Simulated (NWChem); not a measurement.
C₃H₄OSi; SMILES C#C[SiH2]C=O

```xyz
9

C      0.6091    -2.7368    -0.0118
C      0.0503    -1.6553    -0.0045
Si    -0.7249     0.0045     0.0047
C      0.6445     1.3745     0.0264
O      0.3273     2.5353    -0.0261
H      1.0969    -3.6960    -0.0185
H     -1.5640     0.1778     1.2248
H     -1.5557     0.2007    -1.2166
H      1.7289     1.0789     0.0927
```
Atoms are numbered in this order, from 1.

Program: NWChem. Medium grid unless said otherwise, to which SCAN and Minnesota functionals are sensitive. The geometry was optimised at PBE0/def2-SVP.

For level r2SCAN0/def2-SVP:

```yaml
highest occupied level (eV): -7.28
orbital gap (eV): 5.71
```

**Question.** Estimate the same quantities for level MPW1K/def2-SVP.

**Answer.** 
| Property | Value |
|---|---|
| highest occupied level (eV) | -8.17 |
| orbital gap (eV) | 7.30 |
